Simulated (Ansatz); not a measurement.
Zn₇Se₆⁺. The state is a doublet with charge 1. Geometry PBE-D4/def2-SVP, basis def2-TZVP, Ansatz.

```xyz
13

Zn    1.566    1.060   -1.677
Zn   -1.541    0.595   -1.827
Zn    1.900   -0.088    0.842
Zn   -0.377   -4.322    0.007
Zn   -0.303   -1.745   -0.042
Zn   -1.767    0.724    1.056
Zn   -0.139    2.350    0.023
Se   -2.614   -0.999   -0.504
Se    1.759   -1.334   -1.316
Se    0.453   -1.321    2.373
Se   -0.912    0.439    3.245
Se   -0.296    2.394   -2.582
Se    2.271    2.247    0.401
```

```tsv
run	HOMO (eV)	LUMO (eV)
A	-9.03	-7.76
B	-9.31	-7.45
C	-8.69	-7.98
D	-8.40	-7.99
```

Single mean-field runs in def2-TZVP are fitted with def2-universal-jkfit. Another isomer (doublet) lies 0.37 eV lower at PBE0-D4/def2-TZVP; other spin states weren't run for this one.

HOMO and LUMO are taken over both spins.

Q: The runs used PBE, PBE0, r2SCAN, r2SCANh. Estimate which is which.

A: A r2SCANh (10 % exact exchange); B PBE0 (25 % exact exchange); C r2SCAN (0 % exact exchange); D PBE (0 % exact exchange). Exact exchange lowers occupied and raises empty levels; among semilocal functionals meta-GGAs tend to open the gap a little, and such runs are hard to tell apart. The gap grows from 0.41 eV (PBE) to 1.86 eV (PBE0).
